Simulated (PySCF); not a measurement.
Electrostatic potential from atomic charges

Species: ethyl isopropyl ketone (`CCC(=O)C(C)C`). Coordinates (GFN2-xTB, Å) and charges (e) from the PBE0/pcSseg-1 density (PySCF):

```tsv
atom	x	y	z	Mulliken	IAO	Hirshfeld	ESP-fitted
C1	2.819	-0.178	0.075	-0.2422	-0.4176	-0.1222	-0.3198
C2	1.416	-0.732	-0.131	-0.2957	-0.3085	-0.0739	+0.1096
C3	0.365	0.356	-0.183	+0.2340	+0.3900	+0.1780	+0.4299
O4	0.635	1.529	-0.203	-0.3595	-0.4178	-0.2176	-0.4860
C5	-1.073	-0.150	-0.178	-0.3906	-0.1481	-0.0296	+0.3411
C6	-1.572	-0.098	1.270	-0.2140	-0.4115	-0.1136	-0.5148
C7	-1.946	0.720	-1.079	-0.1943	-0.4168	-0.1217	-0.4586
H8	2.874	0.361	1.018	+0.1185	+0.1474	+0.0398	+0.0842
H9	3.068	0.517	-0.723	+0.1241	+0.1519	+0.0398	+0.0890
H10	3.552	-0.981	0.085	+0.1117	+0.1404	+0.0403	+0.0788
H11	1.152	-1.432	0.665	+0.1392	+0.1465	+0.0475	-0.0085
H12	1.360	-1.281	-1.076	+0.1480	+0.1539	+0.0506	-0.0090
H13	-1.095	-1.188	-0.526	+0.1153	+0.1298	+0.0383	-0.0637
H14	-0.966	-0.732	1.915	+0.1139	+0.1364	+0.0390	+0.1131
H15	-1.521	0.923	1.642	+0.1228	+0.1485	+0.0427	+0.1391
H16	-2.603	-0.437	1.324	+0.1205	+0.1439	+0.0448	+0.1375
H17	-1.629	0.632	-2.116	+0.1136	+0.1405	+0.0388	+0.0950
H18	-1.857	1.761	-0.781	+0.1264	+0.1537	+0.0382	+0.1213
H19	-2.988	0.419	-1.006	+0.1081	+0.1375	+0.0405	+0.1218
```

Points outside the species (Å): A (0.2, 8.6, 0.8); B (-3.8, 2.6, 5.8); C (-3.7, -2.8, -1.4).

Problem. Find the potential V = 14.3996 V·Å × Σ q/r of each set of charges at these points.

Solution. In volts:

```
point  nearest atom  distance (Å)  Mulliken     IAO  Hirshfeld  ESP-fitted
    A            O4          7.16    -0.133  -0.148     -0.080      -0.129
    B           H15          5.03    +0.018  -0.006     -0.002       0.000
    C           H13          3.19    +0.059  +0.180     +0.113      +0.166
```

Problem. How far are the other sets from the ESP-fitted one at these points?

Solution. Root-mean-square difference: IAO 0.014 V, Hirshfeld 0.041 V, Mulliken 0.063 V. The ESP scheme is a least-squares fit of atom-centred charges to the potential on four shells outside the van der Waals surface, with the total charge fixed.

Problem. What energy would a point charge of +2 e have at C in the field of the ESP charges, leaving out polarisation?

Solution. +0.331 eV = +31.9 kJ/mol, a repulsion.

Geometry: GFN2-xTB, one conformer, isolated molecule.

Shape of the structure used: `[CH3:1][CH2:2][C:3](=[O:4])[CH:5]([CH3:6])[CH3:7]`: C1–C2–C3–O4 8°, C2–C3–C5–C6 96°.
